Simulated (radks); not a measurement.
Coulomb parameter of the 4f shell of neutral praseodymium in the model configuration [Xe] 4f1 6s2 6p2, as a second difference U = [E(n + 0.25) + E(n - 0.25) - 2 E(n)] / (0.25)^2 with all orbitals relaxed. "Bare": the charge of the atom changes with n. "Screened": the 6p shell takes up the change at fixed total charge, which measures U(4f,4f) + U(6p,6p) - 2 U(4f,6p). All-electron calculation, scalar-relativistic Kohn-Sham, BLYP, spin-unpolarised, spherical densities, finite nucleus; Fermi nuclear charge, rms radius 4.8919 fm. Program: a radial shooting solver on a logarithmic mesh with Libxc functionals.

| case | configuration | E - E(n) (eV) |
|---|---|---|
| start | [Xe] 4f1 6s2 6p2 | 0.000 |
| bare +0.25 | [Xe] 4f1.25 6s2 6p2 | -4.256 |
| bare -0.25 | [Xe] 4f0.75 6s2 6p2 | 5.219 |
| screened +0.25 | [Xe] 4f1.25 6s2 6p1.75 | -3.735 |
| screened -0.25 | [Xe] 4f0.75 6s2 6p2.25 | 4.336 |

U(bare) = 15.406 eV, U(screened by 6p) = 9.617 eV, against the Slater integral F0(4f,4f) = 26.586 eV with frozen orbitals. The step up makes a negative ion, whose loosely bound charge lowers the bare value.
